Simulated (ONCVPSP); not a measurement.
## zinc (Zn) ONCV: all-electron and pseudo phase curves

ONCVPSP 4.0.1 input, shortened (lines: element, Z, core and valence counts, functional; n l f; lmax; l rc ep ncon nbas qcut; lloc lpopt rc5 dvloc0; l nproj debl; icmod fcfact rcfact), PW91, scalar-relativistic:

```
  Zn 30.00    3    4  -109134      upf
    1    0    2.00
    2    0    2.00
    2    1    6.00
    3    0    2.00
    3    1    6.00
    3    2   10.00
    4    0    2.00
    2
    0    1.05    0.00    3    7   10.60
    1    0.65    0.00    4    8   14.70
    2    1.10    0.00    4    9   12.70
    4    3    0.60    0.00
    0    3    1.50
    1    1    0.70
    2    3    3.50
    1    0.55    0.00
```

The phase is arctan(r·R′/R) of the radial function R(r), unwrapped; energies in Ha, scanned from -6 to 5 Ha. A pole is an energy at which the radial function vanishes at the test radius. The pseudo phase is shifted by a multiple of π to meet the all-electron one at the reference energy, and phase errors are pseudo minus all-electron; the curves can meet again beyond the range given. Levels narrower than the energy grid can be missing from the lists of poles.

| channel | radius (bohr) | reference energy (Ha) | poles, all-electron | poles, pseudo | unbroken range about the reference energy with phases within 0.05 rad | phase error 1 Ha above the reference energy (rad) |
| --- | --- | --- | --- | --- | --- | --- |
| s | 1.07 | -0.22 | -3.46 | -3.46 | the whole range | +0.000 |
| p | 0.66 | -3.07 | none | none | the whole range | -0.000 |
| d | 1.12 | -0.38 | 0.94 | 0.94 | the whole range | -0.000 |

Phases in the p channel:

| E (Ha) | all-electron | pseudo |
| --- | --- | --- |
| -5.96 | -0.380 | -0.387 |
| -5.68 | -0.450 | -0.456 |
| -5.40 | -0.518 | -0.522 |
| -5.12 | -0.583 | -0.586 |
| -4.84 | -0.644 | -0.646 |
| -4.56 | -0.701 | -0.703 |
| -4.28 | -0.755 | -0.756 |
| -4.00 | -0.806 | -0.806 |
| -3.72 | -0.853 | -0.853 |
| -3.44 | -0.896 | -0.897 |
| -3.16 | -0.937 | -0.937 |
| -2.88 | -0.975 | -0.975 |
| -2.60 | -1.010 | -1.010 |
| -2.32 | -1.043 | -1.043 |
| -2.04 | -1.074 | -1.074 |
| -1.76 | -1.102 | -1.103 |
| -1.48 | -1.129 | -1.130 |
| -1.20 | -1.154 | -1.155 |
| -0.92 | -1.177 | -1.178 |
| -0.64 | -1.199 | -1.200 |
| -0.36 | -1.220 | -1.221 |
| -0.08 | -1.239 | -1.241 |
| 0.20 | -1.257 | -1.260 |
| 0.48 | -1.274 | -1.277 |
| 0.76 | -1.290 | -1.294 |
| 1.04 | -1.306 | -1.310 |
| 1.32 | -1.320 | -1.325 |
| 1.60 | -1.334 | -1.339 |
| 1.88 | -1.347 | -1.353 |
| 2.16 | -1.360 | -1.365 |
| 2.44 | -1.372 | -1.378 |
| 2.72 | -1.383 | -1.390 |
| 3.00 | -1.395 | -1.401 |
| 3.28 | -1.405 | -1.412 |
| 3.56 | -1.415 | -1.423 |
| 3.84 | -1.425 | -1.433 |
| 4.12 | -1.434 | -1.443 |
| 4.40 | -1.443 | -1.453 |
| 4.68 | -1.452 | -1.462 |
| 4.96 | -1.460 | -1.471 |
